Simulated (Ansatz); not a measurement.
Input for Ansatz (a quantum-chemistry and plane-wave program): R-B3LYP/def2-TZVPP on BH3S (SMILES BS), atoms moved off the minimum.

Ansatz 0.2 input:
```yaml
crystal:
  periodic: [false, false, false]
  atoms:
    - {symbol: B, position_ang: [-0.87409097, -0.91909830, 0.08750857]}
    - {symbol: H, position_ang: [-0.40104172, -1.92231836, 0.30305871]}
    - {symbol: H, position_ang: [-1.89314716, -0.71652605, -0.09116961]}
    - {symbol: S, position_ang: [0.37966882, 0.41771397, -0.06978208]}
    - {symbol: H, position_ang: [-0.45738856, 1.52807382, -0.67320518]}
basis:
  gaussian:
    orbitals: def2-TZVPP
hamiltonian:
  xc: {name: B3LYP}
scf: {lower_state_search: off}
output: {forces: true}
```

Task: Give the final energy of this run.

Result: -424.8783 hartree.
